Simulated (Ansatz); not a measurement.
Compare A (`C[SiH2][SiH2]C=N`) with its isomer B (`C=C[SiH2]N[SiH3]`).

Gas-phase electronic energies from Ansatz, PBE0-D4/def2-TZVP geometries. CCSD(T)/CBS is the MP2 limit (def2-TZVPP, def2-QZVPP) plus CCSD(T) − MP2 in def2-TZVPP, frozen cores. DFT in def2-TZVPP. B3LYP here is the variant with VWN-RPA as its local correlation; programs differ in this. One conformer a species, not always the lowest.

A:

Z-matrix (Å, degrees):
```
C
Si 1 1.873
H 1 1.092 2 110.9
H 1 1.091 2 109.3 3 -119.7
H 1 1.092 2 110.7 3 120.2
Si 2 2.340 1 111.7 3 59.9
H 2 1.489 1 111.2 3 -179.2
H 2 1.493 1 110.6 3 -60.2
C 6 1.896 2 108.5 1 59.0
H 6 1.493 2 112.8 1 -60.2
H 6 1.492 2 113.0 1 178.9
N 9 1.271 6 118.5 2 -4.5
H 9 1.101 6 119.8 2 175.5
H 12 1.023 9 111.8 6 -180.0
```

B:

```xyz
14

C    -0.7536   -2.3586   -1.5856
C    -0.4387   -1.7337   -0.4537
Si   -0.7555    0.0793   -0.2006
N     0.7019    0.9467    0.1254
Si    1.0823    1.9961    1.4399
H    -1.2154   -1.8293   -2.4154
H    -0.5713   -3.4192   -1.7376
H     0.0250   -2.3126    0.3443
H    -1.6389    0.3200    0.9700
H    -1.4324    0.5546   -1.4416
H     1.4301    0.8345   -0.5674
H    -0.0687    1.9773    2.3756
H     2.3102    1.5486    2.1545
H     1.3251    3.3962    0.9922
```

(1) Which isomer does CCSD(T)/CBS put lower? Give the gap. (Estimate.)

(2) Give E(B) − E(A) in kJ/mol with r2SCAN-D4, CCSD/def2-TZVPP, B3LYP, MP2/def2-TZVPP, ωB97M-V, HF/def2-TZVPP, PBE-D4. (An estimate is asked.)

Largest T1 diagnostic: 0.013.

Results:

(1) The calculation gave: B, by 130.0 kJ/mol.

(2) Computed: r2SCAN-D4 -117.0, CCSD/def2-TZVPP -129.1, B3LYP -123.3, MP2/def2-TZVPP -137.8, ωB97M-V -127.7, HF/def2-TZVPP -152.0, PBE-D4 -94.4. None reverses the order clearly.

In def2-TZVPP, CCSD(T) changes the Hartree–Fock value by +27.3 kJ/mol (the triples alone add +4.4 kJ/mol) and MP2 by +14.1 kJ/mol. From PBE to PBE0 (25 % exact exchange), in def2-TZVPP and without D4, E(B) − E(A) moves by −13.5 kJ/mol.
